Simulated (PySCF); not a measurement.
Geometries of 2 isomers of BH9Si3, from PBE0-D3(BJ)/def2-SVP geometry optimisation, gas phase in PySCF 2.14.0. One conformer each, no zero-point energy, no frequencies.

Question: Which isomer lies lower at this level?
A.
```xyz
13
angstrom
B      0.005   -0.005    0.023
Si     2.014    0.035   -0.018
H      2.635    1.395    0.033
H      2.460   -0.642   -1.281
H      2.541   -0.767    1.136
Si    -1.034    1.716    0.038
H     -0.547    2.604    1.142
H     -2.518    1.574    0.162
H     -0.739    2.408   -1.262
Si    -0.971   -1.762    0.005
H     -0.109   -2.981   -0.091
H     -1.940   -1.777   -1.139
H     -1.767   -1.848    1.274
```
B.
```xyz
13
angstrom
B     -2.223    0.468    0.220
Si    -1.283   -1.021   -0.716
Si     0.872   -0.932    0.252
Si     1.859    1.138   -0.237
H     -2.119    1.605   -0.175
H     -2.822    0.275    1.252
H     -1.849   -2.387   -0.480
H     -1.088   -0.812   -2.186
H      1.713   -2.046   -0.291
H      0.767   -1.095    1.737
H      3.250    1.228    0.305
H      1.903    1.338   -1.718
H      1.034    2.230    0.368
```

Answer: B. That is `[SiH2](B)[SiH2][SiH3]`, 7.3 kcal/mol below the other.

```
               SMILES          atoms numbered as above      E (Eh)  relative (kcal/mol)  relative (kJ/mol)  dipole (D)
  B[SiH2][SiH2][SiH3]  [BH2:1][SiH2:2][SiH2:3][SiH3:4]  -897.99050                  0.0                0.0        0.16
[SiH3]B([SiH3])[SiH3]                                –  -897.97879                  7.3               30.7        0.04
```
